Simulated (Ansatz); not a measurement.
The same hydrolysis along the group Si, Ge, Sn.

Isolated molecules relaxed with PBE0-D4/def2-TZVP in Ansatz; ΔE leaves out vibrations. CBS: MP2 limit from def2 TZ/QZ plus the TZ coupled-cluster correction, frozen cores. Small cases extrapolate CCSD(T) itself. Functionals use def2-TZVPP. B3LYP here is the variant with VWN-RPA as its local correlation; programs differ in this. def2 core potentials past Kr. For Ge, Sn outer-core shells are correlated without core-valence functions, which leaves a few kJ/mol of doubt a bond. Scalar relativity is left out up to krypton. Each species was taken in one conformer, which may not be the lowest.

| reaction | ωB97M-V (kJ/mol) | B97M-V (kJ/mol) | B3LYP-D4 (kJ/mol) | CCSD(T)/CBS(def2) (kJ/mol) |
| --- | --- | --- | --- | --- |
| `Cl[Si]Cl` + H₂O → `O[Si]Cl` + HCl | -19 | -19 | -17 | -16 |
| `[Cl][Ge][Cl]` + H₂O → `[OH][Ge][Cl]` + HCl | 24 | 25 | 28 | 27 |
| `[Cl][Sn][Cl]` + H₂O → `[OH][Sn][Cl]` + HCl | 69 | 69 | 72 | 69 |

Largest T1 diagnostic: 0.017, for `[OH][Sn][Cl]`.

Extrapolated directly: `Cl[Si]Cl` + H₂O → `O[Si]Cl` + HCl.
